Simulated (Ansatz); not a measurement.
Input and output for CH$_{6}$Cl$_{2}$InN, SMILES `[CH3][In-]([NH3+])([Cl])[Cl]`.

```yaml
crystal:
  periodic: [false, false, false]
  atoms:
    - {symbol: C, position_ang: [-1.835944, 0.238906, 0.763188]}
    - {symbol: In, position_ang: [-0.139014, 0.647303, -0.465977]}
    - {symbol: N, position_ang: [1.593330, -0.862955, -0.113881]}
    - {symbol: Cl, position_ang: [-0.140045, 0.138635, -2.777496]}
    - {symbol: Cl, position_ang: [1.315044, 2.455746, -0.000202]}
    - {symbol: H, position_ang: [-2.707669, 0.067700, 0.132821]}
    - {symbol: H, position_ang: [-1.653935, -0.650111, 1.368151]}
    - {symbol: H, position_ang: [-2.020367, 1.086741, 1.421759]}
    - {symbol: H, position_ang: [1.780980, -1.273073, -1.023845]}
    - {symbol: H, position_ang: [2.393688, -0.297660, 0.153098]}
    - {symbol: H, position_ang: [1.479333, -1.608232, 0.562984]}
basis:
  gaussian: {orbitals: STO-3G}
hamiltonian: {xc: {name: HSE06}, dispersion: d3bjatm, pseudopotentials: {relativity: scalar}}
scf: {lower_state_search: light}
output: {forces: true}
```

```sh
$ ansatz run in.yaml --threads 4 --pin off --events-out ev --progress --plain --max-ram 11315MiB
```

Shortened log:

```
Functional definition: HSE06
782 factors; integrals over basis functions are off by at most 6.8e-5 eV
93 factors; integrals over basis functions are off by at most 1.9e-7 eV
mean field evaluation 1: about -184721.5108 eV, gradient 1.6e1 eV
mean field evaluation 2: about -184722.4333 eV, gradient 1.1e1 eV
mean field evaluation 4: about -184723.0675 eV, gradient 5.8e-1 eV
mean field evaluation 8: about -184723.0258 eV, gradient 3.2e-2 eV
mean field -184723.02576010 eV, -6788.4459869197 hartree, gradient 1.6e-5 eV, S^2 0.000000; 0 other end points of the search recorded, 0 dependent functions left out
reference -184723.02578907 eV, -6788.4459879843 hartree; 51, 51 occupied and 10, 10 virtual orbitals, 782 factors
Total energy: -184723.24277271 eV, -6788.4539619861 hartree
Relativity: scalar
Atom 0 at    -1.835944     0.238906     0.763188 Å, force     1.865352     0.340422    -1.265721 eV/Å
Atom 1 at    -0.139014     0.647303    -0.465977 Å, force    -0.172044    -0.255968     0.303131 eV/Å
Atom 2 at     1.593330    -0.862955    -0.113881 Å, force    -2.312439     1.899191    -0.373139 eV/Å
Atom 3 at    -0.140045     0.138635    -2.777496 Å, force     0.089513     0.185231     0.994452 eV/Å
Atom 4 at     1.315044     2.455746    -0.000202 Å, force    -0.546882    -0.827637    -0.219054 eV/Å
Atom 5 at    -2.707669     0.067700     0.132821 Å, force    -0.240214    -0.026364     0.103222 eV/Å
Atom 6 at    -1.653935    -0.650111     1.368151 Å, force    -0.162841    -0.078740     0.151586 eV/Å
Atom 7 at    -2.020367     1.086741     1.421759 Å, force    -0.215064     0.010409     0.153475 eV/Å
Atom 8 at     1.780980    -1.273073    -1.023845 Å, force     0.463314    -0.742617    -1.381893 eV/Å
Atom 9 at     2.393688    -0.297660     0.153098 Å, force     1.397099     0.745021     0.412038 eV/Å
Atom 10 at     1.479333    -1.608232     0.562984 Å, force    -0.165794    -1.248948     1.121902 eV/Å
Dipole moment:     0.433882    -1.161487     0.741647 e Å
```

It took 1.2 s on 4 threads of an Arm Neoverse V2 on a shared host, with 0.18 GiB of host memory at the peak.
